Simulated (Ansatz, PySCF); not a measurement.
Potential energy curve for CH (cation, charge +1), singlet.

- UMP2 = MP2 on UHF/cc-pVQZ, frozen core in Ansatz (an electronic-structure program)
- RHF/LANL2DZ = restricted Hartree-Fock/LANL2DZ (PySCF)
- FCI = full CI/cc-pVQZ, frozen core in Ansatz

Energies relative to the lowest point of each curve near equilibrium, in mEh:

| R / Å | UMP2 | RHF/LANL2DZ |
|---|---|---|
| 1.03 | 5.0 | 5.5 |
| 1.09 | 0.3 | 0.3 |
| 1.17 | 1.1 | 1.2 |
| 1.18 | 1.6 | 1.8 |
| 1.71 | 82.9 | 79.3 |
| 1.87 | 108.4 | 103.9 |
| 2.05 | 120.5 | 129.0 |
| 2.49 | 132.8 | 177.9 |
| 2.79 | 137.2 | 201.9 |
| 3.04 | 139.5 | 217.1 |
| 3.92 | 142.6 | 247.3 |
| 4.50 | 143.1 | 255.4 |

Task: Predict the corresponding FCI column.

Result: 1.03: 6.2; 1.09: 0.8; 1.17: 0.7; 1.18: 1.1; 1.71: 65.9; 1.87: 85.6; 2.05: 104.3; 2.49: 134.2; 2.79: 144.7; 3.04: 149.5; 3.92: 154.6; 4.50: 155.2 (mEh).

The unrestricted determinant behind UMP2 is spin-contaminated at 0.85 to 4.50 Å (<S²> up to 1.1, against 0.00 for a pure singlet). The restricted form behind RHF/LANL2DZ keeps the bonding electrons paired and can't separate into open-shell fragments.
